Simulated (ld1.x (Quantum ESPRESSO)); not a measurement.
I (Z = 53), TM: configuration errors across variants

* Element: I (Z = 53)
* Generator: ld1.x (Quantum ESPRESSO) 7.5
* Type: norm-conserving Troullier–Martins (Kleinman–Bylander form)
* Functional: LDA (PZ)
* Relativity: scalar-relativistic
* Frozen core: [Kr] 4d10
* Valence charge: 7
* Reference configuration: 5s2 5p5
* Partial waves: 5s (bound): rc 1.85 bohr; 5p (bound): rc 1.85 bohr; 5d channel at 0.5 Ry: rc 1.45 bohr
* Local potential: all-electron potential smoothed inside 1.30 bohr (lloc = -1)
* Core correction: Bessel-smoothed model core, default radius (core density twice the valence density)

All-electron excitation energies from the reference (eV): (1) 5s2 5p4 11.305; (2) 5s1 5p6 10.512; (3) 5s2 5p5.3 -1.829; (4) 5s1 5p5 22.374; (5) 5s2 5p4.5 4.615; (6) 5s2 5p5 spin -0.121; (7) 5s2 5p4 spin 10.743.

Spin tests fill each open shell by Hund’s rule, majority spin first.

Tests that are not counted but printed errors over 1 eV. “base”: 5s2 5p3 (solver errors, printed error -125 eV); 5s2 5p2 (solver errors, printed error +3.8 eV). “wave 5d channel at 0.5 Ry: rc 1.45 bohr becomes 5d channel at -0.14 Ry: rc 1.45 bohr”: 5s2 5p3 (solver errors, printed error -125 eV); 5s2 5p2 (solver errors, printed error +3.8 eV). “wave 5d channel at 0.5 Ry: rc 1.45 bohr becomes 5d channel at -0.07 Ry: rc 1.45 bohr”: 5s2 5p3 (solver errors, printed error -125 eV); 5s2 5p2 (solver errors, printed error +3.8 eV). “wave 5d channel at 0.5 Ry: rc 1.45 bohr becomes 5d channel at 0.18 Ry: rc 1.45 bohr”: 5s2 5p3 (solver errors, printed error -125 eV); 5s2 5p2 (solver errors, printed error +3.8 eV). “wave 5d channel at 0.5 Ry: rc 1.45 bohr becomes 5d channel at 0.46 Ry: rc 1.45 bohr”: 5s2 5p3 (solver errors, printed error -125 eV); 5s2 5p2 (solver errors, printed error +3.8 eV).

A true bound ghost makes a file unfit for plane-wave use even where its test errors are small: the radial tests pick states by their node count and pass the ghost by. Where a test does run into it, the solver fails or the error is huge.

Errors AE − PS in meV (a dash: test not solved or not reliable):

```tsv
change	(1)	(2)	(3)	(4)	(5)	(6)	(7)	bound ghosts
base	-15	-17	-0.3	-57	-4.1	+0.2	-11	s, d, p
wave 5d channel at 0.5 Ry: rc 1.45 bohr becomes 5d channel at -0.14 Ry: rc 1.45 bohr	-15	-17	-0.3	-57	-4.1	+0.2	-11	s, d, p
wave 5d channel at 0.5 Ry: rc 1.45 bohr becomes 5d channel at -0.07 Ry: rc 1.45 bohr	-15	-17	-0.3	-57	-4.1	+0.2	-11	s, d, p
wave 5d channel at 0.5 Ry: rc 1.45 bohr becomes 5d channel at 0.18 Ry: rc 1.45 bohr	-15	-17	-0.3	-57	-4.1	+0.2	-11	s, d, p
wave 5d channel at 0.5 Ry: rc 1.45 bohr becomes 5d channel at 0.46 Ry: rc 1.45 bohr	-15	-17	-0.3	-57	-4.1	+0.2	-11	s, d, p
wave 5d channel at 0.5 Ry: rc 1.45 bohr becomes 5d channel at 3.39 Ry: rc 1.45 bohr	-15	-17	-0.3	-57	-4.1	+0.2	-11	d, s, p
wave 5d channel at 0.5 Ry: rc 1.45 bohr becomes 5d channel at 5.61 Ry: rc 1.45 bohr	-15	-17	-0.3	-57	-4.1	+0.2	-11	s, p
```

(1) Give the same row for: wave 5d channel at 0.5 Ry: rc 1.45 bohr becomes 5d channel at 1.26 Ry: rc 1.45 bohr.

Answers

(1) -15, -17, -0.3, -57, -4.1, +0.2, -11; bound ghosts: d, s, p. Not counted: 5s2 5p3 (solver errors, printed error -125 eV); 5s2 5p2 (solver errors, printed error +3.8 eV).
